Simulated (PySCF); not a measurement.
Molecule: C6H13O, net charge 0, doublet state. It need not be the lowest isomer of its formula. 
Coordinates optimised at B3LYP-D3(BJ)/def2-TZVP (Ansatz):
```xyz
20

C      3.2087    -0.5534     0.6862
C      1.8957    -0.7537    -0.0645
C      1.2205     0.5786    -0.4439
C     -0.0492     0.4198    -1.2030
C     -1.3755     0.7429    -0.6126
C     -1.8683    -0.3206     0.3861
O     -3.0939     0.0382     1.0122
H      3.9235     0.0116     0.0831
H      3.0499     0.0004     1.6146
H      3.6701    -1.5086     0.9431
H      2.0726    -1.3327    -0.9755
H      1.2055    -1.3447     0.5438
H      1.9426     1.1587    -1.0353
H      1.0384     1.1572     0.4678
H     -0.0086    -0.0779    -2.1656
H     -1.3357     1.6960    -0.0729
H     -2.1287     0.8482    -1.4007
H     -1.1475    -0.4307     1.1967
H     -1.9514    -1.2908    -0.1182
H     -3.7710     0.1257     0.3325
```
Charge 0, spin multiplicity 2.

Dispersion corrections to the total energy (kcal/mol) from the dftd3 and dftd4 libraries through PySCF: D3(BJ) without and D4 with the three-body term, each with the damping fitted for the functional named.

```json
[
 {"functional": "LC-wPBE", "D3(BJ)": "-8.79", "D4": "-9.73"},
 {"functional": "revPBE", "D3(BJ)": "-24.89", "D4": "___"},
 {"functional": "BLYP", "D3(BJ)": "-19.76", "D4": "-19.55"},
 {"functional": "BHLYP", "D3(BJ)": "-12.08", "D4": "___"},
 {"functional": "HSE06", "D3(BJ)": "-6.12", "D4": "-6.93"},
 {"functional": "PBE", "D3(BJ)": "___", "D4": "-8.89"},
 {"functional": "TPSSh", "D3(BJ)": "-11.06", "D4": "-10.95"}
]
```

### Question
What belongs in the gaps?

### Answer

- revPBE, D4: -30.15
- BHLYP, D4: -9.55
- PBE, D3(BJ): -9.81
